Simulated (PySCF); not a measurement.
A side-by-side comparison of computed properties.

First species: C6H15NOSi.
Cartesian coordinates in Å at the GFN2-xTB level; atoms count from 1:
```
atom  x, y, z in Å
C1    -2.0657    0.0243    1.5798
C2    -0.9944   -0.5256    0.6393
C3    -1.6386   -1.1020   -0.6216
Si4    0.3217    0.7996    0.2314
C5    -0.4644    2.3842   -0.4670
C6     1.5847    0.1631   -1.0647
C7     2.0317   -1.2205   -0.7105
N8     3.0450   -1.2709    0.1921
O9     1.5265   -2.2296   -1.1534
H10   -1.6203    0.4138    2.4927
H11   -2.6195    0.8289    1.1010
H12   -2.7737   -0.7573    1.8511
H13   -0.4956   -1.3543    1.1534
H14   -2.3960   -1.8388   -0.3561
H15   -0.8895   -1.5938   -1.2366
H16   -2.1213   -0.3213   -1.2069
H17    1.0753    1.1200    1.4650
H18   -1.0470    2.1807   -1.3610
H19    0.2902    3.1195   -0.7284
H20   -1.1274    2.8400    0.2607
H21    1.1182    0.1327   -2.0468
H22    2.4360    0.8388   -1.1088
H23    3.4440   -0.4428    0.5932
H24    3.3685   -2.1690    0.5095
```

Second species: C₅H₁₀OSi.
InChI=1S/C5H10OSi/c1-5-2-3(5)4(5)6-7/h3-4H,2H2,1,7H3/t3-,4-,5-/m1/s1

Levels: PBE0/pcSseg-1 for dipole moment, HOMO energy, LUMO energy and HOMO–LUMO gap; GFN2-xTB for rotational constant A and rotational constant C. Geometries: GFN2-xTB. All species are isolated and taken at one optimised geometry, non-relativistic unless stated. Electronic properties by PySCF.

The conformers computed, where there is a choice (atom-mapped SMILES and torsion angles):
- `[CH3:1][CH:2]([CH3:3])[Si@H:4]([CH3:5])[CH2:6][C:7]([NH2:8])=[O:9]`: C1–C2–Si4–C5 -55°, C2–Si4–C6–C7 -46°, Si4–C6–C7–N8 -84°, H–N8–C7–C6 1°, H–N8–C7–C6 177°
- `[CH3:1][C@@:2]12[CH2:3][C@@H:4]1[C@H:5]2[O:6][SiH3:7]`: C4–C5–O6–Si7 1°

```
             property   column X   column Y
        dipole moment     3.30 D     1.39 D
          HOMO energy   -7.19 eV   -6.97 eV
          LUMO energy    0.86 eV    0.52 eV
        HOMO–LUMO gap    8.05 eV    7.49 eV
rotational constant A  1.786 GHz  4.263 GHz
rotational constant C  0.751 GHz  1.293 GHz
```

Problem. Which column belongs to which species?

Solution. Column X is the first species and column Y the second. The first has 24 atoms and 80 electrons, the second 17 and 62.

Problem. How does each property change from the first species to the second?

Solution. dipole moment -1.91 D; HOMO energy +0.22 eV; LUMO energy -0.34 eV; HOMO–LUMO gap -0.56 eV; rotational constant A +2.477 GHz; rotational constant C +0.542 GHz.

On the first: The dipole matches unit charges of opposite sign 0.69 Å apart (1 e·Å = 4.8032 D).

On the second: The dipole equals about 4.6 × 10⁻³⁰ C·m (1 D = 3.33564 × 10⁻³⁰ C·m).
